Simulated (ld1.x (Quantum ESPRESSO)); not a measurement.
## selenium (Se): one change to a PAW potential, before and after

```
Element                 : Se (Z = 34)
Generator               : ld1.x (Quantum ESPRESSO) 7.5
Type                    : PAW
Functional              : LDA (PZ)
Relativity              : scalar-relativistic
Frozen core             : [Ne] 3s2
Valence charge          : 22
Reference configuration : 3p6 3d10 4s1.75 4p4.25
Partial waves           : 4s (bound): rcut 1.25, rcutus 1.60 bohr; 4s channel at -0.3 Ry: rcut 1.25, rcutus 1.60 bohr; 3p (bound): rcut 0.80, rcutus 0.95 bohr; 4p (bound): rcut 0.80, rcutus 0.95 bohr; 3d (bound): rcut 0.95, rcutus 1.20 bohr; 3d channel at -3.1 Ry: rcut 0.95, rcutus 1.20 bohr
Local potential         : all-electron potential smoothed inside 0.95 bohr (lloc = -1)
Core correction         : Bessel-smoothed model core inside 0.65 bohr
Augmentation charge     : BESSEL, radius 0.60 bohr
```

All-electron outer shells of the reference configuration (LDA (PZ), scalar-relativistic, ld1.x):

```csv
shell,level (eV),outermost node (bohr),outermost maximum (bohr)
2p,-1413.33,–,0.13
3s,-213.08,0.24,0.50
3p,-153.11,0.21,0.50
3d,-53.79,–,0.45
4s,-17.70,0.70,1.51
4p,-6.82,0.74,1.80
```

Change: local potential all-electron potential smoothed inside 1.22 bohr (lloc = -1).

Cutoffs: the cutoffs (Ry, on a coarse ladder) from which the occupation-weighted sum of valence levels, in a spherical-Bessel basis at the reference potential, stays within 10 and 1 mRy of its value at 400 Ry; they do not see the model core or the augmentation charge, which bear on the density cutoff. Errors are all-electron minus pseudo energies relative to the spin-unpolarised reference configuration.

Q: How do hardness, ghosts and transferability respond?

A: The potential gets neither clearly harder nor softer (160 Ry and 260 Ry → 160 Ry and 260 Ry); the bound ghost in s disappears; the number of tests with a reliable result goes from 9 to 3 (the test run of the changed file stopped, so its transferability is not established); the errors of the 3 common tests hardly move; the range in which the s phases agree narrows (upper end at the end of the scan → 2.9). A state that the projectors do not describe sees the local part alone, so a deeper or shallower local part can create or remove a ghost.

| quantity | base | changed |
| --- | --- | --- |
| cutoff, loose | 160 Ry | 160 Ry |
| cutoff, tight | 260 Ry | 260 Ry |
| loose cutoff by channel (10 mRy a level) | s 6 Ry, p 140 Ry, d 70 Ry | s 8 Ry, p 140 Ry, d 70 Ry |
| bound ghosts | s | none |
| tests with a reliable result | 9 of 9 | 3 of 9 (the test run stopped) |
| error for 3p6 3d10 4s2 4p4, meV [ΔE -2.71 eV] | +0.6 | +0.7 |
| error for 3p6 3d10 4s2 4p3, meV [ΔE 8.30 eV] | -0.2 | -0.3 |
| error for 3p6 3d10 4s2 4p2, meV [ΔE 28.85 eV] | -2.4 | -2.6 |
| s: phases at 1.74 bohr within 0.05 rad from the reference energy up to (Ry; the scan ends near 5) | to the end of the scan | 2.9 |
| p: phases at 1.74 bohr within 0.05 rad from the reference energy up to (Ry; the scan ends near 5) | to the end of the scan | to the end of the scan |
| d: phases at 1.74 bohr within 0.05 rad from the reference energy up to (Ry; the scan ends near 5) | to the end of the scan | to the end of the scan |
| lowest overlap eigenvalue by channel | s 0.28, p 0.16, d 1.00 | s 0.35, p 0.13, d 1.00 |

 A true bound ghost makes a file unfit for plane-wave use even where its test errors are small: the radial tests pick states by their node count and pass the ghost by.
